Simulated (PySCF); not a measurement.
Orbital picture of CoBr⁻

r²SCAN0 at R = 2.415 Å; Co def2-TZVPPD, Br def2-TZVPPD; no relativity (PySCF 2.14). State: quartet, unpaired electrons σ ↑, π ↑, δ ↑, a mixture of terms (⟨Lz²⟩ = 4.7). Only the outer orbitals are listed, counted within each symmetry.

```tsv
spin	orbital	occ.	ε (eV)	on Co (%)	main shells (%)
α	2δ	1	-4.59	100	100 Co d
α	6π	1	-4.57	85	85 Co d, 15 Br p
α	14σ	1	-3.72	43	58 Br p, 26 Co d, 14 Co s
α	7π	1	-3.20	5	95 Br p
α	7π	1	-3.01	16	84 Br p, 15 Co d
α	15σ	1	-0.16	99	83 Co s, 16 Co p
α	8π	0	3.80	110	109 Co p
β	13σ	1	-4.41	21	78 Br p, 12 Co d
β	6π	1	-3.57	27	73 Br p, 26 Co d
β	6π	1	-3.30	3	96 Br p
β	2δ	1	-3.13	93	90 Co d
β	7π	1	-2.14	74	74 Co d, 26 Br p
β	14σ	1	-0.06	108	71 Co s, 37 Co d
β	15σ	0	3.45	101	51 Co d, 36 Co s, 14 Co p
```

**Question.** Which are the highest filled and the lowest empty level, where do they sit, and how wide is the gap?

**Answer.** Highest filled β 14σ at -0.06 eV (in %: 71 Co s, 37 Co d); lowest empty β 15σ at 3.45 eV (in %: 51 Co d, 36 Co s, 14 Co p); the gap at r²SCAN0 is 3.51 eV. An empty level above zero is unbound, and its energy depends on the basis.

```json
{
  "bond order (Mayer)": "0.17",
  "⟨S²⟩": "3.793",
  "charge on Co (Mulliken, basis-dependent)": "-0.50",
  "charge on Co (Löwdin, basis-dependent)": "-0.47",
  "dipole moment (positive dipole points towards Br; it is taken about the centre of mass and depends on that origin)": "2.58 D"
}
```

Shares are Mulliken populations and can fall outside 0 to 100 %.

Spin–orbit coupling is left out. The state is the lowest single determinant that the PBE0 search found; with open d or f shells the true ground state can be another one.
